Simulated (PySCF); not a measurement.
# MF cations for M along the chalcogens

PBE0 with double-zeta basis sets in PySCF, for the lowest determinant that a PBE0 search found; no spin–orbit coupling. De refers to high-spin ground-configuration atoms (the charge goes to the atom of lower measured ionisation energy or higher electron affinity, which is not always the lowest computed limit). A positive dipole points towards F; it is taken about the centre of mass and depends on that origin.

| M | basis | charged atom | state (unpaired electrons) | Re (Å) | ωe (cm⁻¹) | De (eV) | μ (D) |
| --- | --- | --- | --- | --- | --- | --- | --- |
| O | def2-SVP | O+ | triplet (π ↑↑) | 1.207 | 1491 | 3.53 | -0.78 |
| S | jorge-DZP-DKH | S+ | triplet (π ↑↑) | 1.547 | 993 | 3.39 | -2.62 |
| Se | cc-pVDZ-PP/cc-pVDZ | Se+ | triplet (π ↑↑) | 1.693 | 810 | 3.08 | -2.17 |
| Te | cc-pVDZ-PP/cc-pVDZ | Te+ | triplet (π ↑↑) | 1.882 | 720 | 2.93 | -2.61 |

The shortest bond is that of OF⁺ (1.207 Å), the longest that of TeF⁺ (1.882 Å).

The rows differ in basis set, which adds steps of its own.

Relativity is treated differently too: O no relativity; S spin-free X2C; Se scalar-relativistic core potentials; Te scalar-relativistic core potentials.

Down a group bonds as a rule get longer and wavenumbers fall, partly through the reduced mass; this series shows no clear exception.

These are scalar-relativistic numbers at best; spin–orbit coupling would shift them, the dissociation energy most. For an ion De counts to the pair picked by the measured ionisation energies or electron affinities, which need not be the lowest pair at this level. States were picked by a PBE0 search and need not be the measured ground states.
